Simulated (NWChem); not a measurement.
The numbers come from NWChem runs, not from measurements. System: iodoethane (C₂H₅I), charge 0, spin multiplicity 1, at a geometry optimised with B3LYP/def2-SVP with def2 effective core potentials on I. Level: BLYP/def2-TZVP with def2 effective core potentials on I.

The NWChem input:

```
start mol
memory heap 200 mb stack 900 mb global 1100 mb
geometry units angstroms nocenter noautoz
  C      2.449903     0.388848     0.000000
  C      1.121057     1.117352     0.000000
  I     -0.599613    -0.248089     0.000000
  H      2.568305    -0.245375     0.891367
  H      3.268701     1.130597     0.000000
  H      2.568305    -0.245375    -0.891367
  H      0.974204     1.735840     0.894236
  H      0.974204     1.735840    -0.894236
  symmetry group Cs
end
basis spherical
  * library def2-tzvp
end
ecp
  I library def2-ecp
end
dft
  xc becke88 lyp
  semidirect memsize 60000000 filesize 0
  iterations 100
end
task dft energy
```

NWChem printed:

```
             Northwest Computational Chemistry Package (NWChem) 7.3.0
             --------------------------------------------------------

                                NWChem Input Module
                                -------------------

 Scaling coordinates for geometry "geometry" by  1.889725989
 (inverse scale =  0.529177249)

 Turning off AUTOSYM since
 SYMMETRY directive was detected!

                             Geometry "geometry" -> ""
                             -------------------------

 Output coordinates in angstroms (scale by  1.889725989 to convert to a.u.)

  No.       Tag          Charge          X              Y              Z
 ---- ---------------- ---------- -------------- -------------- --------------
    1 C                    6.0000     2.44990300     0.38884800     0.00000000
    2 C                    6.0000     1.12105700     1.11735200     0.00000000
    3 I                   53.0000    -0.59961300    -0.24808900     0.00000000
    4 H                    1.0000     2.56830500    -0.24537500     0.89136700
    5 H                    1.0000     3.26870100     1.13059700     0.00000000
    6 H                    1.0000     2.56830500    -0.24537500    -0.89136700
    7 H                    1.0000     0.97420400     1.73584000     0.89423600
    8 H                    1.0000     0.97420400     1.73584000    -0.89423600

 Effective nuclear repulsion energy (a.u.)     212.0428958484

            Nuclear Dipole moment (a.u.)
            ----------------------------
        X                 Y               Z
 ---------------- ---------------- ----------------
    -0.0000188973     0.0000188973     0.0000000000

      Symmetry information
      --------------------

 Group name             Cs
 Group number              2
 Group order               2
 No. of unique centers     6

      Symmetry unique atoms

     1    2    3    4    5    7


 Summary of "ao basis" -> "" (spherical)
 ------------------------------------------------------------------------------
       Tag                 Description            Shells   Functions and Types
 ---------------- ------------------------------  ------  ---------------------
 *                         def2-tzvp                  on all atoms

                                 NWChem DFT Module
                                 -----------------

 Summary of "ao basis" -> "ao basis" (spherical)
 ------------------------------------------------------------------------------
       Tag                 Description            Shells   Functions and Types
 ---------------- ------------------------------  ------  ---------------------
 C                         def2-tzvp                11       31   5s3p2d1f
 I                         def2-tzvp                16       50   6s5p3d2f
 H                         def2-tzvp                 4        6   3s1p

 Summary of "ao basis" -> "ao basis" (spherical)
 ------------------------------------------------------------------------------
       Tag                 Description            Shells   Functions and Types
 ---------------- ------------------------------  ------  ---------------------
 C                         def2-tzvp                11       31   5s3p2d1f
 I                         def2-tzvp                16       50   6s5p3d2f
 H                         def2-tzvp                 4        6   3s1p

      Symmetry analysis of basis
      --------------------------

        a'         92
        a"         50

            General Information
[...]
 d= 0,ls=0.0,diis     4   -376.8565747549 -4.47D-02  2.84D-04  3.57D-03     9.5
 d= 0,ls=0.0,diis     5   -376.8568356592 -2.61D-04  1.05D-04  9.74D-04    10.7
  Resetting Diis
 d= 0,ls=0.0,diis     6   -376.8569395373 -1.04D-04  2.60D-05  3.59D-05    11.7
 d= 0,ls=0.0,diis     7   -376.8569435941 -4.06D-06  1.36D-05  2.22D-06    12.6
 d= 0,ls=0.0,diis     8   -376.8569431667  4.27D-07  1.04D-05  5.33D-06    13.4
 d= 0,ls=0.0,diis     9   -376.8569437822 -6.16D-07  2.70D-06  3.83D-07    14.2

         Total DFT energy =     -376.856943782231
      One electron energy =     -860.870549261805
           Coulomb energy =      399.440187982668
    Exchange-Corr. energy =      -34.813375006325
 Nuclear repulsion energy =      119.386792503231

 Numeric. integr. density =       42.000003664871

     Total iterative time =     13.0s

                  Occupations of the irreducible representations
                  ----------------------------------------------

                     irrep           alpha         beta
                     --------     --------     --------
                     a'               15.0         15.0
                     a"                6.0          6.0

                       DFT Final Molecular Orbital Analysis
                       ------------------------------------

 Vector   19  Occ=2.000000D+00  E=-2.911524D-01  Symmetry=a'
              MO Center=  6.4D-01,  3.4D-01,  1.4D-15, r^2= 3.9D+00
   Bfn.  Coefficient  Atom+Function         Bfn.  Coefficient  Atom+Function
  ----- ------------  ---------------      ----- ------------  ---------------
    78     -0.263904  3 I  px                72      0.257475  3 I  px
    79     -0.217507  3 I  py                75     -0.214704  3 I  px
    73      0.212155  3 I  py                38      0.181965  2 C  py
    76     -0.176741  3 I  py               120     -0.155000  5 H  s
    41      0.151611  2 C  py                37      0.150455  2 C  px

 Vector   20  Occ=2.000000D+00  E=-2.177770D-01  Symmetry=a'
              MO Center= -5.1D-01, -2.1D-01, -3.5D-15, r^2= 2.4D+00
   Bfn.  Coefficient  Atom+Function         Bfn.  Coefficient  Atom+Function
  ----- ------------  ---------------      ----- ------------  ---------------
    79      0.397651  3 I  py                73     -0.355180  3 I  py
    78     -0.328886  3 I  px                76      0.294464  3 I  py
    72      0.287736  3 I  px                75     -0.237169  3 I  px
    82      0.238093  3 I  py                81     -0.194589  3 I  px
     5      0.108287  1 C  s                121     -0.066127  5 H  s

 Vector   21  Occ=2.000000D+00  E=-2.166491D-01  Symmetry=a"
              MO Center= -5.3D-01, -1.9D-01, -1.8D-15, r^2= 2.3D+00
   Bfn.  Coefficient  Atom+Function         Bfn.  Coefficient  Atom+Function
  ----- ------------  ---------------      ----- ------------  ---------------
    80      0.512818  3 I  pz                74     -0.456471  3 I  pz
    77      0.378344  3 I  pz                83      0.310444  3 I  pz
    39     -0.073536  2 C  pz               133     -0.070402  7 H  s
   139      0.070402  8 H  s                132     -0.065940  7 H  s
   138      0.065940  8 H  s                 71     -0.058089  3 I  pz

 Vector   22  Occ=0.000000D+00  E=-6.411693D-02  Symmetry=a'
              MO Center=  1.4D-02,  1.9D-01,  7.9D-15, r^2= 4.2D+00
   Bfn.  Coefficient  Atom+Function         Bfn.  Coefficient  Atom+Function
  ----- ------------  ---------------      ----- ------------  ---------------
    36      0.831975  2 C  s                 68     -0.481598  3 I  s
    81     -0.467008  3 I  px                82     -0.380898  3 I  py
    43     -0.329086  2 C  px                78     -0.301414  3 I  px
    44     -0.282425  2 C  py                79     -0.245435  3 I  py
    35      0.237043  2 C  s                 37     -0.237839  2 C  px

 Vector   23  Occ=0.000000D+00  E= 1.754139D-02  Symmetry=a'
              MO Center=  2.1D+00,  9.8D-01,  1.4D-13, r^2= 6.6D+00
   Bfn.  Coefficient  Atom+Function         Bfn.  Coefficient  Atom+Function
  ----- ------------  ---------------      ----- ------------  ---------------
     5      3.547474  1 C  s                121     -1.618586  5 H  s
   115     -1.266875  4 H  s                127     -1.266875  6 H  s
   133     -1.242270  7 H  s                139     -1.242270  8 H  s
    36      1.019302  2 C  s                 44      0.830289  2 C  py
    43     -0.308784  2 C  px                12      0.275889  1 C  px

 Vector   24  Occ=0.000000D+00  E= 5.204285D-02  Symmetry=a'
              MO Center=  1.7D+00,  8.4D-01, -5.3D-13, r^2= 7.3D+00
   Bfn.  Coefficient  Atom+Function         Bfn.  Coefficient  Atom+Function
  ----- ------------  ---------------      ----- ------------  ---------------
     5      4.916399  1 C  s                 36     -4.780271  2 C  s
   133      1.554045  7 H  s                139      1.554045  8 H  s
   115     -1.373978  4 H  s                127     -1.373978  6 H  s
    12     -1.027067  1 C  px                43     -0.930249  2 C  px
   121     -0.574973  5 H  s                 13      0.223900  1 C  py

 center of mass
 --------------
 x =  -0.27635688 y =  -0.11227015 z =   0.00000000

 moments of inertia (a.u.)
 ------------------
         124.103759406323        -178.011881847409           0.000000000000
        -178.011881847409         566.319683803279           0.000000000000
           0.000000000000           0.000000000000         667.473388274140

     Multipole analysis of the density
     ---------------------------------

     L   x y z        total         alpha         beta         nuclear
     -   - - -        -----         -----         ----         -------
     0   0 0 0     -0.000000    -21.000000    -21.000000     42.000000

     1   1 0 0      0.668736    -15.529083    -15.529083     31.726901
     1   0 1 0      0.431804     -6.347591     -6.347591     13.126985
     1   0 0 1     -0.000000     -0.000000     -0.000000      0.000000

     2   2 0 0    -28.895255   -154.283523   -154.283523    279.671791
     2   1 1 0      1.747857    -39.778672    -39.778672     81.305200
     2   1 0 1      0.000000      0.000000      0.000000      0.000000
     2   0 2 0    -29.678037    -45.838931    -45.838931     61.999825
     2   0 1 1     -0.000000     -0.000000     -0.000000      0.000000
     2   0 0 2    -30.974611    -21.180272    -21.180272     11.385933

 Task  times  cpu:       14.3s     wall:       14.3s

 Total times  cpu:       14.3s     wall:       14.3s
```
